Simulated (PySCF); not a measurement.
# Correlation energy of Co²³⁺ (cobalt, charge +23)

Starting occupation: [He] 2s2. Computed with PySCF 2.14 in an even-tempered Gaussian basis (17 s from 1.5 bohr⁻², ratio 2.6; 12 p from 2 bohr⁻², ratio 2.6; 7 d from 2 bohr⁻², ratio 2.8; 4 f from 42 bohr⁻², ratio 2.8), with X2C-1e with screened-nucleus spin-orbit coupling, Gaussian nucleus. Frozen: nothing; 4 electrons correlated; the 34 highest virtual spinors left out.

MP2 pair energies summed by pair of shells (mhartree):

```csv
pair,energy,share (%)
2s1/2-2s1/2,-166.32,73.7
1s1/2-1s1/2,-43.27,19.2
1s1/2-2s1/2,-15.97,7.1
```

Total MP2 correlation energy: -225.55 mhartree.

The virtual space was cut to 50 spinors, which keep -212.70 of the -225.55 mhartree of MP2 correlation.

| level | correlation energy (mhartree) |
| --- | --- |
| CCSD | -333.82 |
| (T) | -0.50 |
| CCSD(T) | -334.32 |

Diagnostics: T1 = 0.00079, largest double amplitude 0.141.

Q: Is a single reference adequate?

A: Mostly. T1 lies below 0.03, but a double amplitude of this size points to a near-degeneracy that CCSD handles and MP2 describes poorly.

The coupled-cluster values are those of the cut space; adding the MP2 remainder, -12.85 mhartree, estimates the full space.
